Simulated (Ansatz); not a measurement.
Two isomers of C3H5F3O: A = `CC(F)(F)OCF`, B = `OC(CF)C(F)F`.

Gas-phase electronic energies from Ansatz, PBE0-D4/def2-TZVP geometries. CCSD(T)/CBS is the MP2 limit (def2-TZVPP, def2-QZVPP) plus CCSD(T) − MP2 in def2-TZVPP, frozen cores. DFT in def2-TZVPP. B3LYP here is the variant with VWN-RPA as its local correlation; programs differ in this. Each species was taken in one conformer, which may not be the lowest.

Question: Which is lower in electronic energy at CCSD(T)/CBS, and by how much? (Estimate.)

Answer: Ansatz gave: A, by 10.8 kcal/mol.

Question: Give E(B) − E(A) in kcal/mol with B2PLYP, PBE0-D4, BLYP-D4, PBE-D4, ωB97M-V, B3LYP, LDA (SPW92). (Estimate.)

Answer: Computed: B2PLYP 12.0, PBE0-D4 12.0, BLYP-D4 11.5, PBE-D4 11.9, ωB97M-V 12.2, B3LYP 12.0, LDA (SPW92) 13.5. None reverses the order clearly.

Question: Does the order hold for the free energy at 298.15 K (harmonic terms from PBE0-D4)? (An estimate is asked.)

Answer: Ansatz gave: Yes: G(B) − G(A) = +11.2 kcal/mol, for one conformer each.

Largest T1 diagnostic: 0.012.

In def2-TZVPP, CCSD(T) changes the Hartree–Fock value by −1.9 kcal/mol (the triples alone add +0.2 kcal/mol) and MP2 by −1.9 kcal/mol. Leaving LDA and LC-ωPBE aside and taking each functional with its dispersion term where it has one, the values, not all of them listed here, spread over 2.2 kcal/mol, from revPBE-D4 to r2SCAN-D4. LDA lies +1.5 kcal/mol from PBE without D4.
